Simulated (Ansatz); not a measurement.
Reaction (isomerisation): `C[C@H]1[O][Ge@@H]1[F]` → `F[CH2][GeH]1[CH2][O]1`

Isolated molecules relaxed with PBE0-D4/def2-TZVP in Ansatz; ΔE leaves out vibrations. CBS: MP2 limit from def2 TZ/QZ plus the TZ coupled-cluster correction, frozen cores. Functionals use def2-TZVPP. For Ge outer-core shells are correlated without core-valence functions, which leaves a few kJ/mol of doubt a bond. Scalar relativity is left out up to krypton. Each species was taken in one conformer, which may not be the lowest.

`C[C@H]1[O][Ge@@H]1[F]`:

```xyz
10

C    -0.963    1.013    0.439
C     0.186    0.422   -0.313
O     1.334    0.056    0.478
Ge    0.661   -1.417   -0.329
F     1.731   -2.003   -1.557
H    -0.671    1.996    0.824
H    -1.254    0.396    1.290
H    -1.827    1.145   -0.216
H     0.455    0.965   -1.222
H     0.347   -2.574    0.607
```

`F[CH2][GeH]1[CH2][O]1`:

Z-matrix (Å, degrees):
```
C
Ge 1 1.965
F 1 1.383 2 110.7
H 1 1.093 2 110.4 3 -120.2
H 1 1.092 2 109.0 3 120.1
O 2 1.833 1 109.0 3 -166.8
C 2 1.899 1 120.4 3 -118.6
H 2 1.529 1 117.3 3 63.6
H 7 1.091 2 119.4 1 19.1
H 7 1.090 2 119.5 1 167.2
```

```json
{"species": "`C[C@H]1[O][Ge@@H]1[F]`", "r2SCAN energy (Eh)": "-2331.26598"}
{"species": "`F[CH2][GeH]1[CH2][O]1`", "r2SCAN energy (Eh)": "-2331.20843"}
```

(1) Work out ΔE.

Largest T1 diagnostic among the species: 0.014.

Answers

(1) ΔE = (-2331.20843) − (-2331.26598) = 0.05755 Eh = +1.57 eV. CCSD(T)/CBS gives +1.56 eV.
